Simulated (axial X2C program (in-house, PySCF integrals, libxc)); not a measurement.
## What spin–orbit coupling does to SnO⁻

Computed with an in-house relativistic program for diatomic molecules. Spin-free means the one-electron spin-free X2C Hamiltonian; two-component (2c) means X2C with spin–orbit coupling and atomic mean-field two-electron Coulomb and Gaunt terms, so the difference of the two also holds small scalar two-electron terms. Basis: Sn dyall-acv3z [12s13p10d5f1g], O dyall-av3z [7s6p3d2f] (cores contracted in-house); Gaussian nuclei, density fitting, unrestricted open shells. Masses: Sn 119.902 u, O 15.995 u.

Spin-free state: M_S = 1/2, Λ = 1 (beyond evenly filled blocks: π+α); fragments Sn + O-.

```json
{"level": "LDA", "Re (Å)": "1.874", "ωe (cm⁻¹)": "730.7", "De (eV)": "5.869", "μ (D)": "-2.62"}
```

Dipoles are positive if O is the positive end and refer to the centre of mass.

Task: Within this multiplet, which Ω should lie lowest by the rule for regular and inverted multiplets?

Result: The open π shell holds one electron, so the multiplet is regular: Ω = Λ − 1/2 = 1/2. The PBE0 2c search agrees.

Two-component determinant lowest at the distance of the search:

Ω = 1/2 (⟨Sz⟩ = -0.50, ⟨Lz⟩ = 1.00 at LDA); fragments Sn + O-.

```
level  Re (Å)  ωe (cm⁻¹)  μ (D)
  LDA   1.877      725.6  -2.74
```

Task: From the two tables, how do the constants change at the LDA level (2c against spin-free)?

Result: At the LDA level Re increases by 0.003 Å and ωe goes down by 5.1 cm⁻¹.

Occupations by symmetry block were frozen at the best pattern of an incomplete PBE0 search. De is counted from the lowest determinant-based energies of the atoms at the same level, without counterpoise correction. De is not given where an atomic determinant may have missed its ground term or J level, or where the truncated virtual space spoils (T). Density functionals use the spin component along the axis (collinear). The functionals have no current-density term, which raises determinants with orbital currents, atoms included. The highest occupied level of some functionals is positive through self-interaction error; at Hartree–Fock it is bound.
